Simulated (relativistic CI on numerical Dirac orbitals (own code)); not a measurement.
**Electric-dipole lines of Sm59+**

Method of calculation: Dirac-Coulomb-Breit CI, KLI orbitals optimised for each configuration, model QED, unscaled Slater integrals (own radial code, finite nucleus).

Configuration list (outside the closed core 1s2): 2s, 2p, 3s, 3p, 3d, 4s, 4p, 4d, 4f, 5s, 5p, 5d, 5f, 5g, 6s, 6p, 6d. Levels of other configurations are missing.

| λ vac (nm) | Lower | Upper | A (s⁻¹) | gf | Branching (%) |
| --- | --- | --- | --- | --- | --- |
| 0.13260 | 2p 2P°_3/2 [3] | 4d 2D_5/2 [13] | 2.70e+14 | 4.28e-01 | 74.7 |
| 0.16063 | 2s 2S_1/2 [1] | 3p 2P°_3/2 [6] | 2.66e+14 | 4.11e-01 | 99.5 |
| 0.16349 | 2p 2P°_1/2 [2] | 3d 2D_3/2 [7] | 7.61e+14 | 1.22e+00 | 84.3 |
| 0.17809 | 2p 2P°_3/2 [3] | 3d 2D_5/2 [8] | 8.36e+14 | 2.38e+00 | 99.6 |
| 0.34728 | 3p 2P°_3/2 [6] | 5d 2D_5/2 [20] | 4.46e+13 | 4.84e-01 | 23.6 |
| 0.34838 | 3d 2D_3/2 [7] | 5f 2F°_5/2 [21] | 5.72e+13 | 6.24e-01 | 59.1 |
| 0.35372 | 3d 2D_5/2 [8] | 5f 2F°_7/2 [23] | 5.90e+13 | 8.85e-01 | 62.5 |
| 0.46384 | 3s 2S_1/2 [4] | 4p 2P°_3/2 [11] | 3.34e+13 | 4.31e-01 | 20.7 |
| 0.47005 | 3p 2P°_1/2 [5] | 4d 2D_3/2 [12] | 7.47e+13 | 9.89e-01 | 19.0 |
| 0.50395 | 3p 2P°_3/2 [6] | 4d 2D_5/2 [13] | 9.06e+13 | 2.07e+00 | 25.0 |
| 0.50625 | 3d 2D_3/2 [7] | 4f 2F°_5/2 [14] | 1.71e+14 | 3.94e+00 | 91.9 |
| 0.51629 | 3d 2D_5/2 [8] | 4f 2F°_7/2 [15] | 1.78e+14 | 5.70e+00 | 98.3 |
| 1.0227 | 4p 2P°_1/2 [10] | 5d 2D_3/2 [19] | 1.47e+13 | 9.21e-01 | 7.2 |
| 1.0875 | 4p 2P°_3/2 [11] | 5d 2D_5/2 [20] | 1.88e+13 | 2.00e+00 | 10.0 |
| 1.0920 | 4d 2D_3/2 [12] | 5f 2F°_5/2 [21] | 3.15e+13 | 3.38e+00 | 32.6 |
| 1.1106 | 4d 2D_5/2 [13] | 5f 2F°_7/2 [23] | 3.35e+13 | 4.96e+00 | 35.5 |
| 1.1108 | 4f 2F°_5/2 [14] | 5g 2G_7/2 [22] | 5.37e+13 | 7.95e+00 | 95.5 |
| 1.1195 | 4f 2F°_7/2 [15] | 5g 2G_9/2 [24] | 5.51e+13 | 1.04e+01 | 99.0 |
| 1.8934 | 5p 2P°_1/2 [17] | 6d 2D_3/2 [28] | 4.24e+12 | 9.11e-01 | 3.5 |
| 2.0031 | 5p 2P°_3/2 [18] | 6d 2D_5/2 [29] | 5.63e+12 | 2.03e+00 | 5.1 |

Terms are leading LS components. Brackets give the number of a level in order of energy, since labels repeat. The list gives strong lines, with weight on those to low levels, without lines whose two gauges differ by over a factor of 2.5. Levels whose partners in the same complex of configurations lie outside the list can be far off, and so can their lines. Rates are taken at the computed energies, electric ones in the length gauge.

At this charge energies of transitions that change n are usually good to better than 1 %, and those within a shell (Δn = 0) to a few per cent.

Problem. From the table, what is the radiative lifetime of 4d 2D_5/2?

Solution. The listed rates from this level add up to about 3.61e+14 s⁻¹, 100 % of its decay; with all channels τ = 2.76e-15 s.
